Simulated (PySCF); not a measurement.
Identify the compound

An unknown has the formula C₂H₆N₄Si₂. Its calculated NMR data are:

$^{1}$H NMR (400 MHz, computed): δ 4.87 (s, 3H), 1.20 (br s, 2H), 0.42 (br s, 1H).

$^{13}$C{$^{1}$H} NMR (computed): δ 123.9 (C).

[PySCF 2.14: shieldings: GIAO PBE0/pcSseg-1; structure optimised with GFN2-xTB; non-relativistic; a single conformation; in vacuum; one averaged value for each set of equivalent atoms]

Scale: $^{1}$H (31.72 ppm) and $^{13}$C (186.93 ppm) against TMS (reference shieldings calculated alike).

Task: Propose a structure and justify it.

Result: 
- The formula gives 4 degrees of unsaturation (no ring in the answer).
- 1 carbon signal for 2 carbons: some carbons are equivalent by symmetry or fast rotation.
- Carbon types of the structure: 2 × C, leaving 6 H on heteroatoms.
- δC 123.9: nitrile carbon; C≡N carbons fall here, among the sp2 signals but without a proton.
- δH 4.87: hydrogen on a silicon bonded to N.
- δH 1.20: hydrogen on a nitrogen bonded to Si; labile proton, position sensitive to the medium.
- δH 0.42: hydrogen on a nitrogen bonded to 2 Si; exchangeable; this is the value without hydrogen bonding to other molecules.

These data were computed for SMILES N#C[Si](N)(C#N)N[SiH3].

The shifts were computed for this structure.

Exchangeable OH/NH protons stand at their gas-phase positions; hydrogen bonding in a real sample shifts them, mostly to higher δ. Shifts are as computed. Against solution values, carbons near 30 ppm lie about +3 ppm off and those near 130 ppm about +5 ppm. Of 1309 compounds with measured shifts, 239 miss one by over three times the rms of a fit or turn the order of signals round; such compounds aren't used in these exercises.
